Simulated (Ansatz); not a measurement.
`C[S][Ge][F]` + H₂O → `[OH][Ge][F]` + CH₃SH at 500 K and 1 bar (formal hydrolysis of a Ge–S bond).

Program: Ansatz. Geometries: PBE0-D4/def2-TZVP. ΔE: electronic, gas phase. CCSD(T)/CBS adds triple-zeta CCSD(T) − MP2 to the extrapolated MP2 energy (def2 sets, frozen cores). This one scheme is used for every species. For Ge outer-core shells are correlated without core-valence functions, which leaves a few kJ/mol of doubt a bond. Scalar relativity is left out up to krypton. Each species was taken in one conformer, which may not be the lowest.

```json
{"species": "`C[S][Ge][F]`", "CCSD(T)/CBS energy (Eh)": "-2613.59497", "H − E (kJ/mol)": "145.0", "S (J/(mol·K))": "381.9"}
{"species": "H₂O", "CCSD(T)/CBS energy (Eh)": "-76.37941", "H − E (kJ/mol)": "73.2", "S (J/(mol·K))": "206.3"}
{"species": "`[OH][Ge][F]`", "CCSD(T)/CBS energy (Eh)": "-2251.74560", "H − E (kJ/mol)": "65.5", "S (J/(mol·K))": "312.0"}
{"species": "CH₃SH", "CCSD(T)/CBS energy (Eh)": "-438.22835", "H − E (kJ/mol)": "145.1", "S (J/(mol·K))": "283.7"}
```

H − E and S are ideal-gas, rigid-rotor, harmonic terms from PBE0-D4/def2-TZVP, for one conformer and one mirror image of each species. 1 Eh = 2625.50 kJ/mol, R = 8.31446 J/(mol·K).

By hand: ΔE, ΔH, ΔS and ΔG.

ΔE = (-2251.74560) + (-438.22835) − (-2613.59497) − (-76.37941) = 0.00043 Eh = 1.1 kJ/mol. Δ(H − E) = 65.5 + 145.1 − 145.0 − 73.2 = -7.6, so ΔH = -6.5 kJ/mol. ΔS = 312.0 + 283.7 − 381.9 − 206.3 = 7.5 J/(mol·K). ΔG = -6.5 − 500 × (7.5)/1000 = -10.2 kJ/mol.

By hand: the equilibrium constant, and the temperature at which ΔG would vanish if ΔH and ΔS stayed fixed.

log₁₀ K = −ΔG/(RT ln 10) = 1.1. ΔH and −TΔS have one sign here, so there is no such temperature.

TΔS isn't small against ΔH here. A doubt of 5 kJ/mol in ΔE shifts log₁₀ K by 0.5 here. Other conformers and mirror images would add mixing entropy, several J/(mol·K) or more a flexible species. These are equilibria of isolated gas molecules and say nothing of rates. Largest T1 diagnostic: 0.015 (customary marks: 0.02 for closed shells, 0.045 for open ones).

ΔS is within the doubt of such terms, so its sign, and with it that verdict, could turn.
